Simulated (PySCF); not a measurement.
From a computed spectrum to the compound

A species of 13 atoms with charge 0 has these harmonic modes (BP86, small Gaussian bases with core potentials, PySCF 2.14.0):

```csv
cm⁻¹,km/mol,symmetry
103,4.7,
104,4.7,
131,1.1,
143,0.0,
149,1.1,
191,18.9,
191,19.0,
322,0.0,
336,10.4,
425,97.7,
425,92.8,
431,0.0,
448,101.4,
448,103.2,
456,150.3,
471,0.0,
490,23.8,
596,138.7,
598,141.2,
598,141.1,
609,0.0,
1460,27.6,
1460,27.5,
1461,13.5,
1461,28.9,
3431,29.6,
3432,29.2,
3432,34.9,
3434,0.1,
3521,4.1,
3522,23.7,
3522,1.4,
3522,24.1,
```

Q: Which species is it, and in which structure?

A: Hf(NH2)4 (singlet):
```xyz
13

Hf    0.0000    0.0000    0.0000
N     1.2089    1.2300    1.1283
H     2.0681    0.9045    1.5917
H     1.1363    2.2421    1.2862
N    -1.2090   -1.1282    1.2300
H    -1.1362   -1.2864    2.2421
H    -2.0681   -1.5917    0.9045
N     1.2089   -1.2300   -1.1283
H     1.1363   -2.2421   -1.2862
H     2.0681   -0.9045   -1.5917
N    -1.2090    1.1282   -1.2300
H    -2.0681    1.5917   -0.9045
H    -1.1362    1.2864   -2.2421
```
Ideal gas at 298.15 K and 1 bar: S = 413.4 J/(mol K), Cp = 166.9 J/(mol K), H − H(0 K) = 31.3 kJ/mol (rigid rotor, harmonic modes, spin degeneracy alone). 
 This is one of several that fit.
